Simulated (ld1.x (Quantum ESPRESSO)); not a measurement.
# PBE PAW dataset for Cd (Z = 48), scalar-relativistic all-electron reference.

Input for ld1.x (Quantum ESPRESSO) 7.5:

```
&input
   title='Cd', zed=48., rel=1, dft='PBE', iswitch=3,
   config='[Kr] 4d10 5s1.75 5p0.25',
   nld=3, rlderiv=2.70, eminld=-7.0, emaxld=5.0, deld=0.02
 /
 &inputp
   pseudotype=3, lpaw=.true., tm=.true., lloc=-2, rcloc=2.10,
   nlcc=.true., new_core_ps=.true.,
   which_augfun='BESSEL', rmatch_augfun=1.05,
   file_pseudopw='Cd.UPF', file_wfcaegen='ae.wfc', file_wfcncgen='nc.wfc', file_beta='beta', file_chi='chi', file_wfcusgen='us.wfc'
 /
6
5S  1  0   1.75   0.00  1.80  2.50  0.0
5S  1  0   0.00   1.20  1.80  2.50  0.0
4P  2  1   6.00   0.00  1.30  1.35  0.0
5P  3  1   0.25   0.00  1.30  1.35  0.0
4D  3  2  10.00   0.00  1.20  1.50  0.0
4D  3  2   0.00   0.45  1.20  1.50  0.0
 &test
   configts(1)='4p6 4d10 5s1.75 5p0.25'
 /
```

Command:

```bash
ld1.x < Cd.in > Cd.out
```

Output (shortened: banner, matrices, multipoles, cross overlaps and the repeated all-electron block are left out):

```
Program LD1 v.7.5
     --------------------------- All-electron run ----------------------------

     Cd
     scalar relativistic calculation

     atomic number is 48.00
     dft =PBE   lsd =0 sic =0 latt =0  beta=0.20 tr2=1.0E-14
     Exchange-correlation= PBE
                           (   1   4   3   4   0   0   0)
     mesh =1239 r(mesh) =  99.86297 a.u. xmin = -7.00 dx = 0.01250
     1 Ry =  13.60569312 eV, c = 137.03599908

     n l     nl                  e(Ry)          e(Ha)          e(eV)
     1 0     1S 1( 2.00)     -1949.6478      -974.8239    -26526.3090
     2 0     2S 1( 2.00)      -289.4800      -144.7400     -3938.5761
     2 1     2P 1( 6.00)      -259.7465      -129.8732     -3534.0307
     3 0     3S 1( 2.00)       -53.9846       -26.9923      -734.4983
     3 1     3P 1( 6.00)       -44.2314       -22.1157      -601.7992
     4 0     4S 1( 2.00)        -7.8244        -3.9122      -106.4569
     4 1     4P 1( 6.00)        -4.9618        -2.4809       -67.5087
     3 2     3D 1(10.00)       -28.9706       -14.4853      -394.1651
     4 2     4D 1(10.00)        -0.9012        -0.4506       -12.2609
     5 0     5S 1( 1.75)        -0.4421        -0.2210        -6.0150
     5 1     5P 1( 0.25)        -0.1064        -0.0532        -1.4473

     final scf error:  6.1E-15 reached in  27 iterations

     Etot =  -11189.230616 Ry,   -5594.615308 Ha, -152237.238040 eV

     Ekin =   11643.399113 Ry,    5821.699557 Ha,  158416.515240 eV
     Encl =  -27052.252067 Ry,  -13526.126033 Ha, -368064.639904 eV
     Eh   =    4528.186564 Ry,    2264.093282 Ha,   61609.116800 eV
     Exc  =    -308.564227 Ry,    -154.282113 Ha,   -4198.230176 eV

     normalization and overlap integrals

     s(1S/1S) =  1.000000  <r> =   0.0304  <r2> =    0.0012  r(max) =   0.0196
     s(2S/2S) =  1.000000  <r> =   0.1317  <r2> =    0.0204  r(max) =   0.1112
     s(2P/2P) =  1.000000  <r> =   0.1149  <r2> =    0.0161  r(max) =   0.0888
     s(3S/3S) =  1.000000  <r> =   0.3583  <r2> =    0.1468  r(max) =   0.3259
     s(3P/3P) =  1.000000  <r> =   0.3571  <r2> =    0.1480  r(max) =   0.3178
     s(4S/4S) =  1.000000  <r> =   0.8791  <r2> =    0.8757  r(max) =   0.7916
     s(4P/4P) =  1.000000  <r> =   0.9602  <r2> =    1.0567  r(max) =   0.8427
     s(3D/3D) =  1.000000  <r> =   0.3347  <r2> =    0.1333  r(max) =   0.2668
     s(4D/4D) =  1.000000  <r> =   1.2869  <r2> =    2.0221  r(max) =   0.9790
     s(5S/5S) =  1.000000  <r> =   2.8747  <r2> =    9.5834  r(max) =   2.3194
     s(5P/5P) =  1.000000  <r> =   4.5144  <r2> =   24.7061  r(max) =   3.2914

     ------------------------ End of All-electron run ------------------------

     --------------------- Generating PAW atomic setup --------------------

      Generating local potential from pseudized AE potential:
      Matching radius rcloc =   2.1000
      Enforcing V''(0)=0 (lloc=-2)

      Local pseudo, rcloc= 2.125 Estimated cut-off energy=     7.24 Ry

      Computing core charge for nlcc:

       r > 0.59 : true rho core
      Core charge pseudized with two Bessel functions
      Integrated core pseudo-charge :  17.25
      Wfc-us  5S rcutus= 2.469  Estimated cut-off energy=     7.43 Ry
      Wfc-us  5S rcutus= 2.469  Estimated cut-off energy=    11.05 Ry
      Wfc-us  4P rcutus= 1.355  Estimated cut-off energy=    45.53 Ry
      Wfc-us  5P rcutus= 1.355  Estimated cut-off energy=    79.32 Ry
      Wfc-us  4D rcutus= 1.498  Estimated cut-off energy=    51.74 Ry
      Wfc-us  4D rcutus= 1.498  Estimated cut-off energy=    59.88 Ry

     Required augmentation: BESSEL   radius:    1.050000
     Suggested rho cutoff for augmentation:  89.16 Ry

     Estimated PAW energy = -533.035855 Ryd

     ------------------- End of pseudopotential generation -------------------

     Computing logarithmic derivative in   2.71168
     Computing logarithmic derivative in   2.71168
     Computing the partial wave expansion
     R is outside the sphere for l=    0 j= 0.00
     R is outside the sphere for l=    0 j= 0.00
     R is outside the sphere for l=    1 j= 0.00
     R is outside the sphere for l=    1 j= 0.00
     R is outside the sphere for l=    2 j= 0.00
     R is outside the sphere for l=    2 j= 0.00

     ---------------------- Testing the pseudopotential ----------------------

     Cd
     scalar relativistic calculation

     atomic number is 48.00   valence charge is 18.00
     dft = SLA  PW   PBX  PBC   lsd =0 sic =0 latt =0  beta=0.20 tr2=1.0E-14
     mesh =1239 r(mesh) =  99.86297 xmin = -7.00 dx = 0.01250

     n l     nl             e AE (Ry)        e PS (Ry)    De AE-PS (Ry)
     2 1     4P   1( 6.00)       -4.96179       -4.96179       -0.00000
     3 2     4D   1(10.00)       -0.90116       -0.90116       -0.00000
     1 0     5S   1( 1.75)       -0.44209       -0.44209        0.00000
     3 1     5P   1( 0.25)       -0.10637       -0.10637       -0.00000

     eps = 1.5E-15  iter =  4

     Etot =  -11189.230616 Ry,   -5594.615308 Ha, -152237.238040 eV
     Etotps =  -533.035859 Ry,    -266.517930 Ha,   -7252.322325 eV

     Ekin =     370.993250 Ry,     185.496625 Ha,    5047.620309 eV
     Encl =    -822.158953 Ry,    -411.079476 Ha,  -11186.042410 eV
     Ehrt =     226.694076 Ry,     113.347038 Ha,    3084.330036 eV
     Ecxc =    -308.564233 Ry,    -154.282116 Ha,   -4198.230260 eV
     (Ecc =     -74.126051 Ry,     -37.063025 Ha,   -1008.536296 eV)

     ---------------------- End of pseudopotential test ----------------------
```

Generation and configuration tests took about 3.7 s on one core of a shared server CPU.

Transferability test of the new file with ld1.x, input:

```
&input
   title='Cd', zed=48., rel=1, dft='PBE', iswitch=2,
   config='[Kr] 4d10 5s1.75 5p0.25'
 /
 &test
   file_pseudo='Cd.UPF', nconf=8,
   configts(1)='4p6 4d10 5s1.75 5p0.25',
   configts(2)='4p6 4d10 5s2 5p0',
   configts(3)='4p6 4d10 5s1 5p0',
   configts(4)='4p6 4d10 5s0 5p0',
   configts(5)='4p5 4d10 5s2 5p0',
   configts(6)='4p6 4d10 5s0 5p2',
   configts(7)='4p6 4d9 5s0 5p0',
   configts(8)='4p6 4d9 5s2 5p0'
 /
```

```bash
ld1.x < Cd.test.in > Cd.test.out
```

Pseudopotential blocks of its output, shortened (energy terms left out):

```
     ---------------------- Testing the pseudopotential ----------------------

     n l     nl             e AE (Ry)        e PS (Ry)    De AE-PS (Ry)
     2 1     4P   1( 6.00)       -4.96179       -4.96179       -0.00000
     3 2     4D   1(10.00)       -0.90116       -0.90116       -0.00000
     1 0     5S   1( 1.75)       -0.44209       -0.44209        0.00000
     3 1     5P   1( 0.25)       -0.10637       -0.10637       -0.00000

     eps = 1.5E-15  iter =  4

     Etot =  -11189.230616 Ry,   -5594.615308 Ha, -152237.238040 eV
     Etotps =  -533.035859 Ry,    -266.517930 Ha,   -7252.322325 eV

     ---------------------- End of pseudopotential test ----------------------

          ---------------------- Testing the pseudopotential ----------------------

     n l     nl             e AE (Ry)        e PS (Ry)    De AE-PS (Ry)
     2 1     4P   1( 6.00)       -4.92199       -4.92176       -0.00023
     3 2     4D   1(10.00)       -0.86235       -0.86220       -0.00016
     1 0     5S   1( 2.00)       -0.41595       -0.41604        0.00009
     3 1     5P   1( 0.00)       -0.08698       -0.08695       -0.00003

     eps = 7.5E-15  iter = 10

     Etot =  -11189.313619 Ry,   -5594.656809 Ha, -152238.367353 eV
     Etotps =  -533.118890 Ry,    -266.559445 Ha,   -7253.452020 eV
     dEtot_ae =      -0.083003 Ry
     dEtot_ps =      -0.083031 Ry,   Delta E=       0.000028 Ry

     ---------------------- End of pseudopotential test ----------------------

          ---------------------- Testing the pseudopotential ----------------------

     n l     nl             e AE (Ry)        e PS (Ry)    De AE-PS (Ry)
     2 1     4P   1( 6.00)       -5.57265       -5.57291        0.00026
     3 2     4D   1(10.00)       -1.50745       -1.50763        0.00018
     1 0     5S   1( 1.00)       -0.95974       -0.95939       -0.00034
     3 1     5P   1( 0.00)       -0.54202       -0.54204        0.00002

     eps = 2.1E-16  iter = 11

     Etot =  -11188.632128 Ry,   -5594.316064 Ha, -152229.095196 eV
     Etotps =  -532.437371 Ry,    -266.218686 Ha,   -7244.179482 eV
     dEtot_ae =       0.598488 Ry
     dEtot_ps =       0.598488 Ry,   Delta E=       0.000000 Ry

     ---------------------- End of pseudopotential test ----------------------

          ---------------------- Testing the pseudopotential ----------------------

     n l     nl             e AE (Ry)        e PS (Ry)    De AE-PS (Ry)
     2 1     4P   1( 6.00)       -6.31349       -6.31399        0.00049
     3 2     4D   1(10.00)       -2.23756       -2.23774        0.00019
     1 0     5S   1( 0.00)       -1.56658       -1.56575       -0.00083
     3 1     5P   1( 0.00)       -1.07267       -1.07254       -0.00013

     eps = 6.4E-15  iter = 12

     Etot =  -11187.373385 Ry,   -5593.686692 Ha, -152211.969123 eV
     Etotps =  -531.179042 Ry,    -265.589521 Ha,   -7227.059034 eV
     dEtot_ae =       1.857231 Ry
     dEtot_ps =       1.856818 Ry,   Delta E=       0.000414 Ry

     ---------------------- End of pseudopotential test ----------------------

          ---------------------- Testing the pseudopotential ----------------------

     n l     nl             e AE (Ry)        e PS (Ry)    De AE-PS (Ry)
     2 1     4P   1( 5.00)       -6.02005       -6.01913       -0.00092
     3 2     4D   1(10.00)       -1.87129       -1.86933       -0.00196
     1 0     5S   1( 2.00)       -1.08041       -1.08277        0.00236
     3 1     5P   1( 0.00)       -0.61638       -0.61527       -0.00111

     eps = 3.3E-15  iter = 17

     Etot =  -11183.860025 Ry,   -5591.930012 Ha, -152164.167426 eV
     Etotps =  -527.662206 Ry,    -263.831103 Ha,   -7179.210049 eV
     dEtot_ae =       5.370591 Ry
     dEtot_ps =       5.373653 Ry,   Delta E=      -0.003062 Ry

     ---------------------- End of pseudopotential test ----------------------

          ---------------------- Testing the pseudopotential ----------------------

     n l     nl             e AE (Ry)        e PS (Ry)    De AE-PS (Ry)
     2 1     4P   1( 6.00)       -5.19170       -5.19242        0.00072
     3 2     4D   1(10.00)       -1.12300       -1.12329        0.00029
     1 0     5S   1( 0.00)       -0.58278       -0.58221       -0.00057
     3 1     5P   1( 2.00)       -0.20444       -0.20443       -0.00001

     eps = 5.1E-15  iter = 14

     Etot =  -11188.602876 Ry,   -5594.301438 Ha, -152228.697213 eV
     Etotps =  -532.408659 Ry,    -266.204330 Ha,   -7243.788837 eV
     dEtot_ae =       0.627739 Ry
     dEtot_ps =       0.627200 Ry,   Delta E=       0.000539 Ry

     ---------------------- End of pseudopotential test ----------------------

          ---------------------- Testing the pseudopotential ----------------------

     n l     nl             e AE (Ry)        e PS (Ry)    De AE-PS (Ry)
     2 1     4P   1( 6.00)       -7.51668       -7.52122        0.00454
     3 2     4D   1( 9.00)       -3.36791       -3.37070        0.00279
     1 0     5S   1( 0.00)       -2.37125       -2.37128        0.00003
     3 1     5P   1( 0.00)       -1.77919       -1.77910       -0.00009

     eps = 8.2E-16  iter =  9

     Etot =  -11184.579779 Ry,   -5592.289889 Ha, -152173.960183 eV
     Etotps =  -528.383755 Ry,    -264.191878 Ha,   -7189.027223 eV
     dEtot_ae =       4.650837 Ry
     dEtot_ps =       4.652104 Ry,   Delta E=      -0.001267 Ry

     ---------------------- End of pseudopotential test ----------------------

          ---------------------- Testing the pseudopotential ----------------------

     n l     nl             e AE (Ry)        e PS (Ry)    De AE-PS (Ry)
     2 1     4P   1( 6.00)       -5.92836       -5.92660       -0.00176
     3 2     4D   1( 9.00)       -1.80616       -1.80442       -0.00174
     1 0     5S   1( 2.00)       -1.07221       -1.07374        0.00153
     3 1     5P   1( 0.00)       -0.61331       -0.61269       -0.00063

     eps = 8.1E-15  iter = 20

     Etot =  -11187.992505 Ry,   -5593.996252 Ha, -152220.392685 eV
     Etotps =  -531.798347 Ry,    -265.899174 Ha,   -7235.485118 eV
     dEtot_ae =       1.238111 Ry
     dEtot_ps =       1.237512 Ry,   Delta E=       0.000599 Ry

     ---------------------- End of pseudopotential test ----------------------
```
